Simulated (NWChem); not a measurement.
System: Si2H3F3; SMILES F[Si](F)(F)[SiH3]

NWChem input:

```
start job
memory heap 200 mb stack 900 mb global 1100 mb
geometry units angstroms
  F      1.102664    -0.240228     1.315332
  Si     0.274408    -0.012368    -0.025671
  F      0.988262     1.276216    -0.631098
  F      0.847775    -1.167870    -0.959704
  Si    -1.993205     0.089214     0.186729
  H     -2.372662     1.199036     1.066467
  H     -2.507246    -1.158324     0.759322
  H     -2.618426     0.295794    -1.122905
end
basis spherical
  * library def2-svp
end
dft
  xc pbe0
  iterations 150
end
driver
  maxiter 120
end
task dft optimize
task dft freq
```

The level has its own optimisation; frequencies are unscaled.

### Question
Predict the main results of this run. (PBE0/def2-SVP.) Quantities: r F–Si (Å); r Si–Si (Å); r H–Si (Å); highest harmonic frequency (cm⁻¹); lowest (cm⁻¹); zero-point energy (kcal/mol); dipole (D).

### Answer
```yaml
r F–Si (Å): 1.608
r Si–Si (Å): 2.324
r H–Si (Å): 1.491
highest harmonic frequency (cm⁻¹): 2259
lowest (cm⁻¹): 94
zero-point energy (kcal/mol): 21.6
dipole (D): 2.18
```
